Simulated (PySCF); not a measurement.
**Excitation energies in several basis sets**

Species: C3H6F2Ge.
SMILES with atom numbers: `[F:1][C@@H:2]1[CH2:3][C@H:4]([F:5])[GeH2:6]1` (hydrogens: H7 on C2; H8, H9 on C3; H10 on C4; H11, H12 on Ge6)

TDDFT with PBE0 (PySCF), vertical singlets, core orbitals frozen in the response, spherical d and f functions. One conformer (not necessarily the lowest) at the PBE0-D3(BJ)/def2-SVP geometry, without solvent, vibrations or thermal averaging. The PBE0/6-31G* calculation is non-relativistic and has no spin–orbit coupling, an omission that weighs most on germanium.

```json
{"basis": "6-31G*", "functions": "114", "diffuse": "no", "S1 (eV)": "6.67", "S2 (eV)": "6.71", "S3 (eV)": "7.27", "S4 (eV)": "7.80", "S5 (eV)": "7.84", "LUMO (eV)": "0.21", "α (au)": "56.8"}
{"basis": "def2-SVP", "functions": "132", "diffuse": "no", "S1 (eV)": "6.82", "S2 (eV)": "6.89", "S3 (eV)": "7.17", "S4 (eV)": "7.56", "S5 (eV)": "7.69", "LUMO (eV)": "0.19", "α (au)": "58.7"}
{"basis": "def2-SVPD", "functions": "192", "diffuse": "yes", "S1 (eV)": "6.65", "S2 (eV)": "6.68", "S3 (eV)": "6.94", "S4 (eV)": "7.07", "S5 (eV)": "7.37", "LUMO (eV)": "-0.19", "α (au)": "67.0"}
{"basis": "aug-cc-pVDZ", "functions": "205", "diffuse": "yes", "S1 (eV)": "6.46", "S2 (eV)": "6.48", "S3 (eV)": "6.59", "S4 (eV)": "6.77", "S5 (eV)": "6.99", "LUMO (eV)": "-0.35", "α (au)": "68.2"}
{"basis": "def2-TZVP", "functions": "239", "diffuse": "no", "S1 (eV)": "6.68", "S2 (eV)": "6.77", "S3 (eV)": "6.95", "S4 (eV)": "7.30", "S5 (eV)": "7.40", "LUMO (eV)": "0.01", "α (au)": "65.2"}
{"basis": "def2-TZVPD", "functions": "299", "diffuse": "yes", "S1 (eV)": "6.51", "S2 (eV)": "6.51", "S3 (eV)": "6.79", "S4 (eV)": "6.86", "S5 (eV)": "7.22", "LUMO (eV)": "-0.27", "α (au)": "68.3"}
```

**Question.** How much do these states and the polarisability depend on the basis?

**Answer.** States are compared by their number. Against the largest diffuse basis here (def2-TZVPD, itself not a converged limit), sets without diffuse functions differ by up to 0.32 eV in S1 and 0.63 eV in S5; the smaller diffuse sets differ by up to 0.14 and 0.22 eV. S1 is led by HOMO→LUMO (95%) in 6-31G* and by HOMO-1→LUMO (73%) in def2-TZVPD. State by state, the largest deviation of a set without diffuse functions is S1 0.32, S2 0.37, S3 0.48, S4 0.94, S5 0.63 eV. The same number needn't mean the same state in each row. Against def2-TZVPD the polarisability deviates by -17% in 6-31G*, -14% in def2-SVP, -2% in def2-SVPD, 0% in aug-cc-pVDZ, -4% in def2-TZVP.

Without π bonds the low states are Rydberg-like; a valence basis with one diffuse set may place them up to an eV too high.
